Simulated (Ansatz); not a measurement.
Ideal-gas functions of C2H5ClGe, SMILES `Cl[CH]1[CH2][GeH2]1` at 500 K and 1 bar, from an Ansatz frequency run at PBE0-D4/def2-TZVP.

Molar mass 137.12 g/mol, point group C1 (symmetry number 1), electronic degeneracy 1, moments of inertia 53.811, 275.751, 305.97 u Å². Harmonic wavenumbers (cm⁻¹, unscaled): 145, 313, 418, 461, 487, 570, 621, 723, 799, 827, 938, 989, 1043, 1103, 1268, 1421, 2203, 2232, 3140, 3178, 3229.

Use S(trans) = R[1.5 ln M + 2.5 ln T − 1.1517]; rotational temperatures θ = 24.2544 K / I; S(rot) = R[ln(√π/σ · √(T³/θAθBθC)) + 1.5]; for each mode x = 1.438777 ν̃/T, S = R[x/(eˣ − 1) − ln(1 − e⁻ˣ)] and H = RT x/(eˣ − 1); 1 cm⁻¹ = 0.0119627 kJ/mol; R = 8.31446 J/(mol·K).

Q: By hand: the entropy, in J/(mol·K).

A: Translation 181.0. Rotation: θ = 0.4507, 0.088, 0.0793 K, giving 118.7. Vibration, mode by mode: 15.64, 9.46, 7.26, 6.55, 6.16, 5.07, 4.51, 3.58, 3.01, 2.83, 2.20, 1.96, 1.73, 1.51, 1.03, 0.72, 0.11, 0.10, 0.01, 0.01, 0.01, in all 73.4. Electronic 0.0. Sum 373.1 J/(mol·K).

Q: By hand: H − E and G − E in kJ/mol, counted from the electronic energy.

A: Zero-point energy ½ × 26108 × 0.0119627 = 156.2; thermal vibration 22.0; translation, rotation and pV give 4 RT = 16.6. H − E = 194.8 kJ/mol, and G − E = 194.8 − 500 × 373.1/1000 = 8.2 kJ/mol.

Vibration gives 20 % of the entropy, 15.6 J/(mol·K) of it from the mode under 150 cm⁻¹: soft modes count most, and the harmonic formula is weakest for them. The sum counts one conformer and one mirror image; others add a mixing term.
